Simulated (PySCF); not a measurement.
Gas-phase reaction: HfCl₄.H₂O + O = HfO₂ + Cl₂ + 2 HCl

Energies from PySCF, thermal terms from the rigid-rotor harmonic-oscillator model, ideal gas at 1 bar. † marks an energy on the PBE0/def2-TZVP geometry and frequencies; other levels use their own. MP2 freezes the core. Open shells (unrestricted): O (multiplicity 3, electronic degeneracy 9); the rest are closed-shell singlets. Spin-orbit splitting is ignored; it lowers the true energy and changes the entropy of O. B3LYP is the form with VWN-RPA correlation. Hf: scalar-relativistic def2 core potential, no spin-orbit coupling. Adducts (HfCl₄.H₂O) have no counterpoise correction, and HF, PBE, BLYP, B3LYP and PBE0 lack dispersion. HfCl₄.H₂O: computed as isolated molecules; such fragments, hydroxides, amides, oligomers or adducts are transient or little studied in the gas. MP2 isn't extrapolated to the basis-set limit; its ΔH°(298 K) is 584.5 kJ in def2-SVP and 533.6 kJ in def2-TZVPP. The harmonic model lacks anharmonicity and excited electronic states, which grow with temperature; levels with a mode under 35 cm⁻¹ are left out. Soft modes under 120 cm⁻¹ make the harmonic entropy rough for HfCl₄.H₂O.

```
level               ΔE electronic, kJ  ΔH°(298 K), kJ  ΔS°(298 K), J/K  ΔG°(2000 K), kJ
------------------  -----------------  --------------  ---------------  ---------------
B3LYP/def2-TZVP†                  536             511              263               45
HF/def2-TZVP†                     912             887              263              422
M06-2X/def2-TZVP†                 626             601              263              136
MP2/def2-SVP†                     609             584              263              119
MP2/def2-TZVPP†                   559             534              263               68
PBE0/def2-QZVP†                   567             542              263               77
PBE0/def2-SVP†                    644             619              263              154
PBE0/def2-TZVP                    576             551              263               86
r2SCAN/def2-TZVP†                 578             553              263               88
ωB97X-V/def2-TZVP†                605             580              263              115
```
ΔH° is lowest at B3LYP/def2-TZVP† and highest at HF/def2-TZVP†. No reference value is set beside these.
